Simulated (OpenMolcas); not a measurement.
An OpenMolcas run meant for P2+ (ANO-RCC-VDZ, X2C; inactive shells 1s 2s 2p; intended active space 3 electrons in 4 orbitals (3s 3p)). One step of its input:

```
&RASSCF
FileOrb=start.orb
Symmetry=2
Spin=5
nActEl=3 0 0
Inactive=2 3
Ras2=1 3
CIRoot=1 1 1
SDav=1
CIMx=300
Iter=72 100
PrWF=0.3
OrbListing=Nothing
MaxOrb=0
Atom
CIOnly
>>> COPY $Project.JobIph JOB001
```

Lines from the output:

```
--- SEWARD ---
Basis set label: P.ANO-RCC...4S3P.

      Electronic valence basis set:
      ------------------
      Associated Effective Charge  15.000000 au
      Associated Actual Charge     15.000000 au
      Nuclear Model: Point charge

      Shell  nPrim  nBasis  Cartesian Spherical Contaminant
         s      17       4        X
         p      12       3        X
RX2C
                  Relativistic X2C integrals
                  Atomic mean-field integrals
--- RASSCF ---

 Nr of active orbitals     NAC=   4
 Spin degeneracy         ISPIN=   5
 There can be no such wave function.
 ************************************************
--- Stop Module: rasscf at  /rc=_RC_INPUT_ERROR_ ---
.####################.
.# User input error #.
.####################.
```

Q: What is wrong with the input?

A: The spin multiplicity does not fit the number of active electrons: an even count needs an odd multiplicity and the reverse.
